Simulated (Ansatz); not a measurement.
B4H4⁻ (the lowest doublet isomer of a short search). The state is a doublet with charge -1. Geometry r2SCAN-D4/def2-TZVPD, basis def2-TZVPD, Ansatz.

Cartesian coordinates in Å:
```
B -0.537 0.585 0.680
B -0.314 -0.931 -0.356
B -0.010 0.589 -0.864
B 0.861 -0.242 0.541
H 1.923 -0.448 1.070
H 0.115 1.276 -1.844
H -1.251 1.158 1.461
H -0.787 -1.987 -0.688
```

```csv
run,HOMO (eV),LUMO (eV)
A,-0.35,2.91
B,0.63,2.09
C,-2.05,3.98
D,-2.56,4.58
E,0.72,1.85
F,0.24,2.29
```

HSE06 is defined as in plane-wave codes, on full-range PBE exchange. The structure comes from a short search, and lower isomers may exist.

HOMO and LUMO are taken over both spins.

Q: The runs used B97M-V, HF, HSE06, r2SCAN, r2SCAN0, ωB97M-V. Estimate which is which.

A: A r2SCAN0 (25 % exact exchange); B r2SCAN (0 % exact exchange); C ωB97M-V (range-separated); D HF (100 % exact exchange); E B97M-V (0 % exact exchange); F HSE06 (range-separated). Exact exchange lowers occupied and raises empty levels; among semilocal functionals meta-GGAs tend to open the gap a little, and such runs are hard to tell apart. The gap grows from 1.12 eV (B97M-V) to 7.14 eV (HF). At r2SCAN-D4/def2-TZVPD, B97M-V/def2-TZVPD, HSE06-D4/def2-TZVPD the highest occupied level of the charge -1 doublet lies above zero (up to 0.72 eV). By energy differences its removal costs 2.16 eV (vertical, to the charge 0 singlet, at PBE0-D4/def2-TZVPD).
